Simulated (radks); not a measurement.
Values are calculated unless marked as measured or tabulated.
Valence configurations of the nitrogen ion N+ (all share [He]). Level of theory: non-relativistic Kohn-Sham, LDA (Slater exchange, Perdew-Wang correlation), spin-polarised, spherical densities, point nucleus; open shells are filled with parallel spins first (a radial shooting solver on a logarithmic mesh with Libxc functionals). Energies are relative to 2s2 2p2; eigenvalues in eV for spin up.

valence      E (eV)  moment (Bohr magnetons)    e(2p)    e(2s)
2s2 2p2       0.000                        2  -22.116  -33.499
2s1.5 2p2.5   3.423                        3  -22.540  -33.978
2s1 2p3       5.651                        4  -22.800  -34.293
2p4          22.854                        2  -22.350        -

NIST lists [He] 2s2 2p2 as the ground configuration; this level of theory agrees among the configurations tried. The energies are those of spherical high-spin densities, not of single terms.
